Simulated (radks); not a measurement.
Tl I, configuration [Hg] 6p1. Method: scalar-relativistic Kohn-Sham, LDA (Slater exchange, Perdew-Wang correlation), spin-polarised, spherical densities, point nucleus; open shells are filled with parallel spins first (spin-orbit coupling, left out, can overturn this in heavy ions); computed with a radial shooting solver on a logarithmic mesh with Libxc functionals.

X-ray form factor f0, the Fourier transform of the density (f0(0) = 81):

sin(theta)/lambda (1/angstrom),f0 (electrons)
0.05,79.782
0.1,76.751
0.15,72.893
0.2,68.800
0.25,64.764
0.3,60.925
0.4,54.045
0.5,48.259
0.6,43.413
0.8,35.694
1,29.630
1.25,23.753
1.5,19.617
2,15.059
